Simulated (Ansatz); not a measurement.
`N[SiH2][SiH2]F` + H–F → `N[SiH2]F` + `F[SiH3]` at 600 K and 1 bar (cleavage of the Si–Si bond).

Calculated with Ansatz (gas phase, PBE0-D4/def2-TZVP geometries, no zero-point term in ΔE). CBS: MP2 limit from def2 TZ/QZ plus the TZ coupled-cluster correction, frozen cores. This one scheme is used for every species. One conformer a species, not always the lowest.

| species | CCSD(T)/CBS energy (Eh) | H − E (kJ/mol) | S (J/(mol·K)) |
| --- | --- | --- | --- |
| `N[SiH2][SiH2]F` | -736.34029 | 228.2 | 444.4 |
| H–F | -100.39570 | 42.3 | 194.0 |
| `N[SiH2]F` | -446.07709 | 163.0 | 343.3 |
| `F[SiH3]` | -390.72345 | 101.0 | 280.0 |

H − E and S are ideal-gas, rigid-rotor, harmonic terms from PBE0-D4/def2-TZVP, for one conformer and one mirror image of each species. 1 Eh = 2625.50 kJ/mol, R = 8.31446 J/(mol·K).

Task: By hand: ΔE, ΔH, ΔS and ΔG.

Result: ΔE = (-446.07709) + (-390.72345) − (-736.34029) − (-100.39570) = -0.06455 Eh = -169.5 kJ/mol. Δ(H − E) = 163.0 + 101.0 − 228.2 − 42.3 = -6.5, so ΔH = -176.0 kJ/mol. ΔS = 343.3 + 280.0 − 444.4 − 194.0 = -15.1 J/(mol·K). ΔG = -176.0 − 600 × (-15.1)/1000 = -166.9 kJ/mol.

Task: By hand: the equilibrium constant, and the temperature at which ΔG would vanish if ΔH and ΔS stayed fixed.

Result: log₁₀ K = −ΔG/(RT ln 10) = 14.5. ΔG = 0 at ΔH/ΔS = 11656 K, far beyond where these terms or the molecules hold.

ΔH outweighs TΔS. A doubt of 5 kJ/mol in ΔE shifts log₁₀ K by 0.4 here. Other conformers and mirror images would add mixing entropy, several J/(mol·K) or more a flexible species. Modes under 60 cm⁻¹, often nearly free rotors, make the harmonic entropy too high. These are equilibria of isolated gas molecules and say nothing of rates. Largest T1 diagnostic: 0.011 (customary marks: 0.02 for closed shells, 0.045 for open ones).
